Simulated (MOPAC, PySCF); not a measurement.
Bond stretch in MgH, doublet.

Levels of theory: UKS-LDA (SVWN5)/6-31G* = unrestricted LDA (SVWN5)/6-31G*, spherical d in PySCF; UKS-B3LYP/6-311+G** = unrestricted B3LYP/6-311+G**, spherical d in PySCF; PM6, unrestricted, heats of formation (MOPAC); UCCSD(T) = CCSD(T) on UHF/cc-pVDZ, 1 core orbital frozen run with PySCF.

Energies relative to the lowest point of each curve near equilibrium, in kcal/mol; the last columns give the difference from UCCSD(T):

```tsv
R / Å	UKS-LDA (SVWN5)/6-31G*	UKS-B3LYP/6-311+G**	PM6	UCCSD(T)	UKS-LDA (SVWN5)/6-31G* − UCCSD(T)	UKS-B3LYP/6-311+G** − UCCSD(T)	PM6 − UCCSD(T)
1.41	17.0	15.5	26.8	15.5	1.6	0.0	11.3
1.49	9.2	8.0	13.1	8.0	1.2	0.0	5.1
1.56	4.7	3.9	5.6	3.8	0.9	0.0	1.8
1.66	1.1	0.7	0.6	0.7	0.4	0.0	-0.2
1.68	0.7	0.4	0.2	0.4	0.3	0.0	-0.2
1.74	0.1	0.0	0.0	0.0	0.1	0.0	0.0
1.78	0.0	0.1	0.6	0.1	-0.1	0.0	0.5
1.86	0.6	0.9	3.1	1.0	-0.4	-0.1	2.1
1.91	1.3	1.8	5.4	2.0	-0.6	-0.2	3.4
2.03	3.9	4.7	11.9	5.0	-1.1	-0.3	6.9
2.18	8.2	9.1	20.0	9.7	-1.6	-0.7	10.2
2.38	14.2	15.1	27.2	16.1	-1.9	-1.0	11.1
2.61	20.5	21.0	31.4	22.0	-1.5	-1.0	9.4
2.88	26.1	25.9	33.8	25.9	0.3	0.1	7.9
3.11	29.5	28.7	34.9	27.3	2.2	1.4	7.6
3.48	32.9	31.2	35.7	27.9	5.0	3.3	7.8
3.82	34.5	32.2	36.0	27.9	6.7	4.3	8.1
```

UKS-LDA (SVWN5)/6-31G* is furthest from UCCSD(T) at 3.82 (6.7 kcal/mol, above); its mean absolute difference over the points is 1.5 kcal/mol.

UKS-B3LYP/6-311+G** is furthest from UCCSD(T) at 3.82 (4.3 kcal/mol, above); its mean absolute difference over the points is 0.7 kcal/mol.

PM6 is furthest from UCCSD(T) at 1.41 (11.3 kcal/mol, above); its mean absolute difference over the points is 5.5 kcal/mol.

The scan ran from 1.41 to 6.96 Å; beyond the distances shown one of the unrestricted levels run for this scan, shown here or not, changes its spin distribution in one step. The unrestricted determinant behind UCCSD(T) is spin-contaminated at 2.38 to 3.11 Å (<S²> up to 0.9, against 0.75 for a pure doublet).
